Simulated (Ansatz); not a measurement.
Total energies of the cluster Li₂Al₅ from Ansatz at PBE0-D4/def2-TZVPD, gas phase (1 Eh = 27.2114 eV = 2625.5 kJ/mol). The reference geometry is relaxed at PBE-D4/def2-SVP.

```xyz
7

Li    2.512    0.073    1.560
Li   -0.764   -1.260   -2.565
Al   -1.848   -0.835   -0.130
Al   -0.142   -0.156    2.023
Al    0.493    1.924    0.692
Al   -1.037    1.290   -1.289
Al    0.786   -1.036   -0.291
```

| state | geometry | energy (Eh) |
| --- | --- | --- |
| charge 0 doublet | reference | -1226.64064 |
| charge -1 triplet | reference | -1226.69342 |
| free Li atom (doublet) | – | -7.46705 |
| free Al atom (doublet) | – | -242.24900 |

(1) Work out the vertical electron affinity, to the triplet.

(2) What is the binding energy per atom against free atoms?

(1) E(charge 0 doublet) − E(charge -1 triplet) = -1226.64064 − (-1226.69342) = 0.05278 Eh = 1.44 eV.

(2) Atoms: 2 × (-7.46705) + 5 × (-242.24900) = -1226.17910 Eh. Binding: -1226.17910 − (-1226.64064) = 0.46154 Eh = 12.56 eV, or 1.79 eV for each of 7 atoms (no zero-point energy, no counterpoise term).

The structure comes from a short search, and lower isomers may exist.
